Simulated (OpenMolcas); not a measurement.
Tm2+: effect of the metal basis and ligand basis

Tm2+ with 6 ligands (oxide) in octahedral coordination (Oh) at 2.41 Å. A charge of +1.67 e stands 2.6 Å behind each ligand.

```json
{
  "Program": "OpenMolcas 26.06",
  "Method": "CASSCF",
  "Spin-orbit coupling": "RASSI with atomic mean-field integrals over the reference wave functions"
}
```

Fixed: active space 13 electrons in 7 orbitals (4f), DKH2 Hamiltonian.

States (labels of O, the rotations of Oh). Energies in cm-1 above the lowest state or level, χT in cm3 K/mol; under a threefold ground state the first gap can be a small split of the lowest multiplet, not the spin-orbit step.

| Run | Metal basis | Ligand basis | Ground state | First state of that spin | First gap with spin-orbit (degeneracies) | Width of lowest J | χT at 300 K | Cost |
| --- | --- | --- | --- | --- | --- | --- | --- | --- |
| A | ANO-RCC-VDZP | ANO-RCC-VDZP | 2T1 | 2T2 224.9 | 143.2 (2, 4) | 344 | 2.489 | roughly 10 core-seconds |
| B | ANO-RCC-VTZP | ANO-RCC-VTZP | 2A2 | 2T2 15.4 | 58.5 (2, 4) | 155 | 2.551 | roughly 100 core-seconds |

Against A, the width of the lowest J multiplet changes by -54.9 % in B.

Costs are those of the RASSCF and RASSI steps.

The oxide ions are held by bare point charges, a crude embedding. Without dynamic correlation the ligand-field splitting of an f shell can come out too small, at times by half. No measured value stands beside these numbers; the geometry was imposed, not optimised, and the real ion may take another.
